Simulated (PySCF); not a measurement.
Structure with atom numbers: `[NH2:1][Si@@H:2]([CH:3]=[O:4])[N:5]([SiH3:6])[SiH3:7]`; H(Xn) means a hydrogen on atom n.

Equivalent nuclei averaged, no solvent model, non-relativistic Hamiltonian, single conformer. PBE0/pcSseg-1 with gauge-including orbitals; GFN2-xTB geometry; PySCF 2.14.0 with density-fitted response routines.

Chemical shifts δ = σref − σ; ¹³C and ¹H and ²⁹Si against TMS; NH3 for ¹⁵N; H2O for ¹⁷O, all at this level.

| atoms | nucleus | count | Hirshfeld charge | δ (ppm) |
| --- | --- | --- | --- | --- |
| Si6/Si7 | ²⁹Si | 2 | 0.33 | -56.0 |
| H(Si2) | ¹H | 1 | -0.08 | 4.92 |
| H(Si6)/H(Si7) | ¹H | 6 | -0.08 | ? |
| H(C3) | ¹H | 1 | 0.04 | ? |
| H(N1) | ¹H | 2 | 0.12 | 1.24 |
| N5 | ¹⁵N | 1 | -0.35 | 3.4 |
| Si2 | ²⁹Si | 1 | 0.40 | -50.3 |
| O4 | ¹⁷O | 1 | -0.16 | 907.8 |
| C3 | ¹³C | 1 | 0.06 | ? |
| N1 | ¹⁵N | 1 | -0.31 | 29.2 |

Task: Estimate the values marked ?.

Result: 
- C3: 253.3 ppm, carbonyl carbon
- H(C3): 11.95 ppm, hydrogen on a carbonyl carbon
- H(Si6)/H(Si7): 4.76 ppm, hydrogen on a silicon bonded to N

Exchangeable OH/NH protons stand at their gas-phase positions; hydrogen bonding in a real sample shifts them, mostly to higher δ. Shifts are as computed. Against solution values, carbons near 30 ppm lie about +3 ppm off and those near 130 ppm about +5 ppm. Of 1211 compounds with measured shifts, 218 miss one by over three times the rms of a fit or turn the order of signals round; such compounds aren't used in these exercises. Unscaled 17O shifts of doubly bonded oxygen tend to come out too high, by tens of ppm or more. Experimental scales use liquid or dissolved standards, which lie at an offset from isolated NH3 (liquid NH3: subtract about 20 ppm) and H2O (liquid H2O: subtract about 36 ppm).
